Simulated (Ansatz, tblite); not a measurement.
Cost and result up the ladder for In3O10H11, a hydroxylated oxide cluster (24 atoms). The state is a singlet with charge 0. Geometry: r2SCAN-D4/def2-SVP.

```xyz
24

In   -1.219   -0.993   -1.117
In    1.613   -1.547    0.191
In   -0.137    1.650    0.464
O    -2.061    2.734    1.252
O    -1.146    1.217   -1.359
O     0.327    3.598    0.754
O    -2.853   -1.472   -2.164
O     0.836   -0.932   -1.762
O    -1.091   -0.159    0.896
O    -0.232   -2.717   -0.226
O     3.404   -2.439    0.018
O     1.779    0.698    0.265
O     0.885   -1.286    2.128
H    -2.736    2.659    0.560
H    -1.648    3.613    1.142
H    -0.962    1.621   -2.216
H     1.242    3.824    0.537
H    -2.846   -2.423   -2.346
H     1.167   -0.047   -1.972
H    -0.510   -0.692    1.532
H    -0.627   -2.981    0.618
H     3.492   -2.795   -0.878
H     2.371    0.937    0.995
H     0.953   -2.070    2.689
```

Ansatz on 2 threads of AMD EPYC 7R13 on a shared host and a share (18 GiB) of an NVIDIA H100 80GB HBM3; xTB runs through tblite on one thread. Times are rough, summed over both states, and most runs start from the orbitals of an earlier one. PBE0-D4/def2-TZVP serves as the yardstick here, not as an exact answer. The other state is a doublet.

In the def2 sets In takes a core potential; there is no spin–orbit coupling. The xTB rows come from tblite. HSE06 is defined as in plane-wave codes, on full-range PBE exchange. Single mean-field runs in def2-TZVP are fitted with def2-universal-jkfit. HOMO above LUMO, or a gap near zero within one spin, warns that the state may not be the lowest or that an electron is smeared out.

Run but left out: PBE-D4/def2-TZVP (charge +1 doublet: an occupied level 0.02 eV above an empty one).

Raw xTB energies of ions are shifted by several eV.

```tsv
level	functions	vertical IE (eV)	difference from PBE0-D4/def2-TZVP (eV)	remarks
PBE0-D4/def2-TZVP	526	9.61	0.00	–
GFN2-xTB	78	14.18	4.57	–
GFN1-xTB	89	13.41	3.79	–
HSE06-D4/def2-TZVP (with forces)	526	9.52	-0.09	gap within one spin near zero (+1 doublet)
```

Task: Estimate how long each takes.

Result: GFN2-xTB 0.11 s; GFN1-xTB 0.11 s; HSE06-D4/def2-TZVP (with forces) 20 s; PBE0-D4/def2-TZVP 24 s. On shared hardware such times vary by a factor of up to 3.
